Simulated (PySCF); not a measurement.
Sm²⁴⁺ (samarium, charge +24) across methods

[Kr] 4d2, high-spin 3F determinant. All numbers are calculated (PySCF 2.14, the spin-free X2C one-electron Hamiltonian (Gaussian nucleus), in an uncontracted even-tempered set (20 s from 1.6 bohr⁻², ratio 2.5; 14 p from 2.1 bohr⁻², ratio 2.5; 9 d from 2.1 bohr⁻², ratio 2.5; 4 f from 8.7 bohr⁻², ratio 2.7; 3 g from 13 bohr⁻², ratio 2.7)).

```csv
method,E (hartree),mean ε 4p α (eV),mean ε 4p β (eV),mean ε 4d α (eV),Σ⟨r²⟩ (bohr²),⟨S²⟩
PBE,-10167.98,-888.47,-884.13,-761.61,4.733,2.000
LDA,-10159.98,-888.08,-884.09,-761.10,4.734,2.000
r2SCAN,-10168.35,-891.06,-885.74,-762.70,4.734,2.000
UHF,-10165.92042,-914.16,-903.38,-781.12,4.740,2.001
```

Task: Estimate the same row for PBE0.

Result: E (hartree) = -10168.00; mean ε 4p α (eV) = -895.34; mean ε 4p β (eV) = -889.48; mean ε 4d α (eV) = -766.85; Σ⟨r²⟩ (bohr²) = 4.734; ⟨S²⟩ = 2.000.

Spin-orbit coupling is strong in this species (close to jj coupling), so the high-spin LS determinant is a model state, not a physical level.
